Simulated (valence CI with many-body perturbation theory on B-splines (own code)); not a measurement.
The numbers below are computed, except where a source is named.
Ladder of approximations for Yb⁵⁴⁺

Level of theory: valence CI with perturbative core correlation (CI+MBPT): six valence electrons over a frozen Dirac-Fock core [Ne], a basis of 9 s, 9 p, 8 d, 6 f, 3 g, 1 h functions for each j, with the one-electron correlation potential Σ1 (screened to all orders), the two-electron term Σ2, the three-electron term Σ3, Breit, model QED; selected single and double excitations, second order for the rest, scaled by the run's own slope (own B-spline code, finite nucleus).

The last digits are not significant, and no measured levels were compared; by estimate large intervals hold to a few tenths of a per cent, small ones and those within an open d or f shell to about a per cent. Among the levels kept, up to 980 cm⁻¹ of a level comes from second order outside the variational space, and about a tenth of that is noise between levels of different J, which matters for small intervals.

Each rung adds one term. CI alone is the Dirac-Coulomb CI over the frozen core; QED comes last and gives the full result, which names the levels. Energies are above (3s^2 3p1/2^2 3p3/2^2) J=2 on the same rung, in eV.

Levels are named by their leading jj configuration (3d3/2^4 stands for four electrons in 3d with j = 3/2), which in mixed levels can hold well under half, so a name can repeat and another be missing. Letters in brackets count levels of one name in rising energy.

| Level | CI alone | Σ1 | Σ2 | Σ3 | Breit | QED | Full |
| --- | --- | --- | --- | --- | --- | --- | --- |
| (3s^2 3p1/2^2 3p3/2^2) J=0 | 18.03 | +0.001 | -0.016 | -0.053 | +0.385 | -0.008 | 18.34 |
| (3s^2 3p1/2^2 3p3/2 3d3/2) J=2 | 220.49 | -0.236 | -0.368 | -0.195 | -0.678 | -0.650 | 218.36 |
| (3s^2 3p1/2^2 3p3/2 3d3/2) J=1 | 228.09 | -0.234 | -0.368 | -0.216 | -0.592 | -0.671 | 226.01 |
| (3s^2 3p1/2^2 3p3/2 3d3/2) J=0 | 227.96 | -0.234 | -0.312 | -0.206 | -0.153 | -0.661 | 226.40 |
| (3s^2 3p1/2^2 3p3/2 3d3/2) J=3 | 229.25 | -0.232 | -0.351 | -0.238 | -1.115 | -0.644 | 226.67 |
| (3s^2 3p1/2 3p3/2^3) J=1 | 267.50 | +0.158 | +0.209 | 0.000 | -3.056 | +0.334 | 265.14 |
| (3s^2 3p1/2 3p3/2^3) J=2 | 277.03 | +0.158 | +0.158 | -0.030 | -3.437 | +0.335 | 274.21 |
| (3s^2 3p1/2^2 3p3/2 3d5/2) J=4 | 288.15 | -0.097 | -0.306 | -0.235 | -2.862 | -0.487 | 284.16 |
| (3s^2 3p1/2^2 3p3/2 3d5/2) J=2 | 293.24 | -0.098 | -0.434 | -0.238 | -2.479 | -0.525 | 289.47 |
| (3s^2 3p1/2^2 3p3/2 3d5/2) J=3 | 312.17 | -0.101 | -0.655 | -0.392 | -2.661 | -0.486 | 307.87 |
| (3s^2 3p1/2^2 3p3/2 3d5/2) J=1 | 321.80 | -0.096 | -0.530 | -0.434 | -2.106 | -0.502 | 318.13 |
| (3s 3p1/2^2 3p3/2^3) J=2 | 437.81 | -0.090 | -0.142 | +0.133 | -0.837 | -2.811 | 434.07 |
| (3s^2 3p1/2^2 3d3/2^2) J=2 | 450.09 | -0.469 | -0.666 | -0.428 | -1.370 | -1.322 | 445.84 |
| (3s 3p1/2^2 3p3/2^3) J=1 | 457.52 | -0.086 | -0.223 | +0.077 | -1.376 | -2.166 | 453.74 |
| (3s^2 3p1/2^2 3d3/2^2) J=0 | 471.49 | -0.462 | -0.608 | -0.491 | -0.707 | -1.325 | 467.89 |
| (3s^2 3p1/2 3p3/2^2 3d3/2) J=2 [a] | 479.52 | -0.077 | -0.159 | -0.140 | -4.123 | -0.308 | 474.71 |
| (3s^2 3p1/2 3p3/2^2 3d3/2) J=0 | 480.54 | -0.077 | -0.132 | -0.143 | -3.932 | -0.334 | 475.92 |
| (3s^2 3p1/2 3p3/2^2 3d3/2) J=1 [a] | 481.46 | -0.078 | -0.209 | -0.135 | -3.606 | -0.607 | 476.82 |
| (3s^2 3p1/2 3p3/2^2 3d3/2) J=3 [a] | 487.59 | -0.074 | -0.166 | -0.180 | -4.675 | -0.304 | 482.19 |
| (3s^2 3p1/2 3p3/2^2 3d3/2) J=4 | 496.12 | -0.076 | -0.143 | -0.229 | -5.163 | -0.315 | 490.19 |
| (3s^2 3p1/2 3p3/2^2 3d3/2) J=2 [b] | 507.25 | -0.074 | -0.262 | -0.245 | -4.136 | -0.341 | 502.19 |
| (3s^2 3p1/2^2 3d3/2 3d5/2) J=3 | 520.93 | -0.333 | -0.794 | -0.482 | -3.291 | -1.174 | 514.86 |
| (3s^2 3p1/2 3p3/2^2 3d3/2) J=3 [b] | 521.33 | -0.075 | -0.591 | -0.378 | -4.469 | -0.314 | 515.50 |
| (3s^2 3p1/2 3p3/2^2 3d3/2) J=2 [c] | 527.15 | -0.078 | -0.744 | -0.370 | -3.791 | -0.583 | 521.58 |
| (3s^2 3p1/2^2 3d3/2 3d5/2) J=2 | 531.22 | -0.332 | -0.807 | -0.503 | -3.167 | -1.180 | 525.23 |
| (3s^2 3p1/2 3p3/2^2 3d3/2) J=1 [b] | 531.53 | -0.074 | -0.785 | -0.348 | -3.529 | -0.668 | 526.13 |
| (3s^2 3p1/2^2 3d3/2 3d5/2) J=1 | 534.60 | -0.330 | -0.816 | -0.498 | -2.465 | -1.194 | 529.30 |
| (3s^2 3p1/2^2 3d3/2 3d5/2) J=4 | 537.05 | -0.328 | -0.787 | -0.547 | -4.058 | -1.182 | 530.15 |
| (3s^2 3p1/2 3p3/2^2 3d5/2) J=3 | 542.76 | +0.059 | -0.143 | -0.168 | -5.747 | -0.144 | 536.62 |
| (3s^2 3p1/2 3p3/2^2 3d5/2) J=4 [a] | 543.33 | +0.060 | -0.103 | -0.184 | -5.926 | -0.149 | 537.02 |
| (3s^2 3p1/2 3p3/2^2 3d3/2) J=1 [c] | 544.06 | -0.077 | -0.855 | -0.428 | -3.413 | -0.681 | 538.61 |

The middle columns are the shifts that each term adds.

Question: How does the ionisation energy move along the ladder, and which term matters most?

Answer: CI alone 5231.2, + Σ1 5232.2, + Σ2 5232.4, + Σ3 5231.7, + Breit 5227.3, + QED 5226.9 eV. The largest step is Breit, -4.3 eV. NIST lists 5224 ± 5 eV (theoretical).
